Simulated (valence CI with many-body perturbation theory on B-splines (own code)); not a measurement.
**E1 transitions of P III**

Level of theory: relativistic CI+MBPT: three valence electrons over a frozen Dirac-Fock core [Ne], radial functions for each j: 11 s, 11 p, 10 d, 8 f, 5 g, 2 h, with the one-electron correlation potential Σ1 (screened to all orders), the two-electron term Σ2, the three-electron term Σ3, Breit, model QED; selected single and double excitations, second order for the rest, scaled by the run's own slope (own B-spline code, finite nucleus).

Against 13 measured levels this calculation errs by 78 cm⁻¹ on average and by 161 at most. These come from a selection out of Martin, Zalubas and Musgrove, J. Phys. Chem. Ref. Data 14, 751 (1985). Levels without a partner in it may be off by more.

Lines 51 to 100 of 589 in falling wavelength, among levels below 27.605 eV, chosen from the strongest by gf and those to the six lowest levels. Wavelengths and rates use the calculated energies, so an error of 80 cm⁻¹ moves a line at 14880 Å by 1.2 % and its rate by three times that or more. Electric multipoles are in the length gauge, E1 and E2 with the static RPA response of the core. Weak lines are less certain than strong ones. Lines between different terms over intervals too small for the method are left out, as are lines whose strength nearly cancels. Where a level lies close to another of its J and parity, the split of strength between their lines is uncertain. The highest levels of a list are the least certain.

Names give the largest LS component (configuration and term), which can be under half, so a name can repeat, a term be missing and a line seem to break the LS rules; names also repeat where a configuration has a term twice. Letters in brackets count levels of one name in rising energy.

```
λ vac (Å)               Upper               Lower   A (s⁻¹)  log gf  Branch %
    14880        3s²6d ²D_5/2       3s²6p ²P°_3/2  1.13e+07    0.35       6.0
    14390       3s²6p ²P°_1/2        3s²5d ²D_3/2  1.84e+07    0.06       0.9
    14380       3s²6p ²P°_3/2        3s²5d ²D_5/2  1.49e+07    0.27       0.6
    14380       3s²6p ²P°_3/2        3s²5d ²D_3/2  1.65e+06   -0.69       0.1
    13850  3s3p3d ²D°_5/2 [b]        3s²6d ²D_5/2  1.03e+05   -1.75       0.0
    13840  3s3p3d ²D°_3/2 [b]        3s²6d ²D_3/2  1.50e+05   -1.76       0.0
    13790       3s3p4p ²D_3/2  3s3p3d ²P°_1/2 [a]  3.90e+06   -0.35       1.8
    13710       3s3p4p ²D_3/2  3s3p3d ²P°_3/2 [a]  1.02e+06   -0.94       0.5
    13460        3s²5d ²D_3/2      3s3p4s ²P°_3/2  6.33e+05   -1.16       0.4
    13460        3s²5d ²D_5/2      3s3p4s ²P°_3/2  3.80e+06   -0.21       2.2
    13300       3s3p4p ²D_5/2  3s3p3d ²P°_3/2 [a]  4.66e+06   -0.13       1.8
    13090  3s3p3d ²P°_3/2 [a]        3s²5d ²D_5/2  1.03e+07    0.03       0.2
    13090  3s3p3d ²P°_3/2 [a]        3s²5d ²D_3/2  1.15e+06   -0.93       0.0
    13020  3s3p3d ²P°_1/2 [a]        3s²5d ²D_3/2  9.31e+06   -0.33       0.2
    12880        3s²7s ²S_1/2  3s3p3d ²P°_1/2 [a]  5.25e+06   -0.58       1.1
    12830        3s²5d ²D_3/2      3s3p4s ²P°_1/2  3.77e+06   -0.43       2.1
    12800        3s²7s ²S_1/2  3s3p3d ²P°_3/2 [a]  1.32e+07   -0.19       2.7
    12530       3s3p4p ²D_3/2       3s²6p ²P°_3/2  2.58e+06   -0.61       1.2
    12520       3s3p4p ²D_3/2       3s²6p ²P°_1/2  1.42e+07    0.12       6.4
    12190       3s3p4p ²D_5/2       3s²6p ²P°_3/2  1.28e+07    0.23       5.0
    11770        3s²7s ²S_1/2       3s²6p ²P°_3/2  2.49e+07    0.01       5.1
    11760        3s²7s ²S_1/2       3s²6p ²P°_1/2  1.38e+07   -0.24       2.8
    11740      3s3p4s ⁴P°_1/2        3s²5s ²S_1/2  1.55e+06   -1.19       0.1
    11520      3s3p4s ⁴P°_3/2        3s²5s ²S_1/2  8.07e+06   -0.19       0.6
    11490       3s²5p ²P°_1/2        3s²5s ²S_1/2  1.86e+07   -0.13       2.1
    11300       3s²5p ²P°_3/2        3s²5s ²S_1/2  1.29e+07   -0.01       1.2
    10450        3s²6s ²S_1/2      3s3p4s ²P°_3/2  1.05e+07   -0.47       1.2
    10070        3s²6s ²S_1/2      3s3p4s ²P°_1/2  5.87e+06   -0.75       0.7
     8929        3s²7d ²D_3/2  3s3p3d ²F°_5/2 [b]  1.14e+06   -1.27       2.5
     8876        3s²7d ²D_5/2  3s3p3d ²F°_7/2 [b]  1.15e+06   -1.09       2.5
     8840  3s3p3d ²F°_7/2 [b]        3s²5d ²D_5/2  4.67e+07    0.64       1.2
     8792  3s3p3d ²F°_5/2 [b]        3s²5d ²D_5/2  3.13e+06   -0.66       0.1
     8792  3s3p3d ²F°_5/2 [b]        3s²5d ²D_3/2  4.39e+07    0.48       1.1
     8392        3s²6d ²D_3/2       3s²5f ²F°_5/2  2.10e+06   -1.05       0.9
     8342      3s3p4s ⁴P°_1/2        3s²4d ²D_3/2  3.27e+06   -1.17       0.2
     8275        3s²6d ²D_5/2       3s²5f ²F°_7/2  2.44e+06   -0.82       1.3
     8231      3s3p4s ⁴P°_3/2        3s²4d ²D_3/2  1.67e+06   -1.17       0.1
     8231      3s3p4s ⁴P°_3/2        3s²4d ²D_5/2  1.50e+07   -0.21       1.2
     8219       3s3p4p ²S_1/2  3s3p3d ²P°_1/2 [a]  4.16e+06   -1.07       0.8
     8214       3s²5p ²P°_1/2        3s²4d ²D_3/2  3.86e+07   -0.11       4.4
     8190       3s3p4p ²S_1/2  3s3p3d ²P°_3/2 [a]  7.28e+06   -0.83       1.3
     8138      3s²6h ²H°_11/2        3s²5g ²G_9/2  1.35e+08    1.21     100.0
     8138       3s²6h ²H°_9/2        3s²5g ²G_9/2  3.00e+06   -0.53       2.2
     8138       3s²6h ²H°_9/2        3s²5g ²G_7/2  1.32e+08    1.12      97.8
     8120       3s²5p ²P°_3/2        3s²4d ²D_3/2  2.63e+06   -0.98       0.2
     8120       3s²5p ²P°_3/2        3s²4d ²D_5/2  2.36e+07   -0.03       2.1
     7804  3s3p3d ²D°_3/2 [b]       3s3p4p ²P_3/2  4.80e+05   -1.76       0.0
     7755       3s3p4p ²S_1/2       3s²6p ²P°_3/2  6.50e+06   -0.93       1.2
     7751       3s3p4p ²S_1/2       3s²6p ²P°_1/2  2.67e+06   -1.32       0.5
     7741  3s3p3d ²D°_3/2 [b]       3s3p4p ²P_1/2  2.27e+06   -1.09       0.0
```

Q: How does gf follow from A for the line at 8219 Å?

A: gf = 1.4992 × (2J+1)_upper × A / σ², with σ = 12167 cm⁻¹ and 2J+1 = 2: gf = 0.0843.
